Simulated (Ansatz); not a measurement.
Single points on SnF4.

```yaml
crystal:
  periodic: [false, false, false]
  atoms:
    - {symbol: Sn, position_ang: [0.000004, 0.000062, 0.000077]}
    - {symbol: F, position_ang: [0.010590, -0.018553, 1.907683]}
    - {symbol: F, position_ang: [1.794946, 0.010873, -0.646084]}
    - {symbol: F, position_ang: [-0.906486, 1.561417, -0.616252]}
    - {symbol: F, position_ang: [-0.899054, -1.553808, -0.645423]}
basis:
  gaussian: {orbitals: def2-TZVP, initial_orbitals: start.molden}
hamiltonian: {xc: r2scan, dispersion: d4}
scf: {omitted_lower_state_checks: [starts]}
output: {orbitals: {seedname: orbitals}}
```

The file start.molden holds the orbitals of an earlier run on this structure, at another level or in another basis.

```sh
$ ansatz run in.yaml --threads 4 --pin off --events-out ev --progress --plain --max-ram 3916MiB
```

It prints (some lines left out):

```
Functional definition: r2SCAN
1012 factors; their error is unknown
mean field evaluation 1: about -16704.8861 eV, gradient 6.2e0 eV
mean field evaluation 2: about -16704.9300 eV, gradient 5.6e-2 eV
mean field evaluation 4: about -16704.9317 eV, gradient 1.3e-4 eV
mean field -16704.93168235 eV, -613.8949163172 hartree, gradient 2.3e-5 eV, S^2 0.000000; 0 other end points of the search recorded, 0 dependent functions left out
reference -16704.93169670 eV, -613.8949168442 hartree; 29, 29 occupied and 145, 145 virtual orbitals, 1012 factors
Total energy: -16704.95232592 eV, -613.8956749541 hartree
Checks for a lower state left out: starts
```

Hardware: 4 threads of Intel Xeon on a shared host. Wall time 5.5 s.

The first input with `hamiltonian: {xc: {name: B2PLYP}}` and without the key `output` (abridged; 12 s):

```
Functional definition: B2PLYP
mean field -16684.28054301 eV, -613.1360009440 hartree, gradient 4.2e-6 eV, S^2 0.000000
8 core orbitals not correlated: weight in the atoms' cores, before any rotation towards them, 1.000 or more for the frozen orbitals, at most 0.000 for the correlated occupied ones
second order -42.85648406 eV of doubles, -0.00000000 eV of singles
Total energy: -16695.85193208 eV, -613.5612416491 hartree
Checks for a lower state left out: starts
```

The first input with `gaussian: {orbitals: def2-SVP, initial_orbitals: start.molden}`, `hamiltonian: {xc: pbe, dispersion: d4}` (abridged; 2.3 s):

```
Functional definition: PBE
mean field -16682.25714920 eV, -613.0616425930 hartree, gradient 1.5e-5 eV, S^2 0.000000
Total energy: -16682.34761677 eV, -613.0649672150 hartree
Checks for a lower state left out: starts
```

As the first input, with `hamiltonian: {xc: {name: BHLYP}, dispersion: d4}`, `output: {forces: true, orbitals: {seedname: orbitals}}` (abridged; 8 s):

```
Functional definition: BHLYP
mean field -16700.99270412 eV, -613.7501615368 hartree, gradient 1.1e-5 eV, S^2 0.000000
Total energy: -16701.11381531 eV, -613.7546122910 hartree
Atom 0 force    -0.000012    -0.001014    -0.001027 eV/Å
Atom 1 force    -0.007025     0.013307    -1.297727 eV/Å
Atom 2 force    -1.221071    -0.007597     0.439998 eV/Å
Atom 3 force     0.616332    -1.062077     0.419817 eV/Å
Atom 4 force     0.611776     1.057380     0.438939 eV/Å
Dipole moment:     0.000010     0.000173     0.000205 e Å
Checks for a lower state left out: starts
```

The first input with `correlation: {method: mp2}` and without the key `hamiltonian` (abridged; 8.1 s):

```
Functional definition: HF
mean field -16636.96515839 eV, -611.3971926309 hartree, gradient 8.9e-6 eV, S^2 0.000000
8 core orbitals not correlated: weight in the atoms' cores, before any rotation towards them, 1.000 or more for the frozen orbitals, at most 0.000 for the correlated occupied ones
second order -35.82836406 eV of doubles, -0.00000000 eV of singles
Total energy: -16672.79352245 eV, -612.7138607247 hartree
Checks for a lower state left out: starts
```

As the first input, with `hamiltonian: {xc: {name: LC-wPBE}}` (abridged; 5.5 s):

```
Functional definition: LC-wPBE
mean field -16702.18365245 eV, -613.7939280810 hartree, gradient 1.3e-5 eV, S^2 0.000000
Total energy: -16702.18365246 eV, -613.7939280812 hartree
Checks for a lower state left out: starts
```

The first input with `hamiltonian: {xc: pbe}`, `correlation: {method: rpa}` and without the key `output` (abridged; 10 s):

```
Functional definition: PBE
mean field -16696.92955521 eV, -613.6008435685 hartree, gradient 2.4e-6 eV, S^2 0.000000
8 core orbitals not correlated: weight in the atoms' cores, before any rotation towards them, 1.000 or more for the frozen orbitals, at most 0.000 for the correlated occupied ones
Total energy: -16686.49287537 eV, -613.2173026586 hartree
Checks for a lower state left out: starts
```

Geometry: r2SCAN-D4/def2-SVP.

In the def2 sets Sn takes a core potential; there is no spin–orbit coupling. LC-ωPBE has ω = 0.4 bohr⁻¹. Correlated methods freeze 8 core orbitals; core or outer-core shells of Sn are correlated, in sets that lack core-valence functions.
